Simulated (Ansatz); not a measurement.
System: GeH2 (charge 0, singlet). 
Coordinates optimised at B3LYP-D3(BJ)/def2-TZVP (Ansatz, a quantum-chemistry and plane-wave program):
SMILES: [GeH2]
```xyz
3

Ge    -0.0030    -0.0010     0.0661
H      0.0397    -1.1207    -1.0751
H      0.0547     1.1536    -1.0391
```
Charge 0, spin multiplicity 1.

Quantity: vertical ionisation energy (to the doublet state of charge +1; each state is the SCF solution reached for its spin; for the singlet the Hartree-Fock reference is unstable and T1 is 0.013), in eV. Cores are frozen in the correlated levels unless marked. Open shells are spin-unrestricted. No spin-orbit coupling. Frozen are the shells of the preceding noble gas and the d and f shells that filled before the atom's block. No relativistic terms. Basis-set limits of correlation are two-point, X^-3; Hartree-Fock from the larger set.

| level | program | vertical ionisation energy (eV) |
|---|---|---|
| HF/def2-SVPD | Ansatz | 8.46 |
| PBE/def2-TZVPD | Ansatz | 9.40 |

**Question.** What does CCSD(T)/CBS(aug-cc-pVTZ,aug-cc-pVQZ) (Ansatz) give?

**Answer.** 9.45 eV
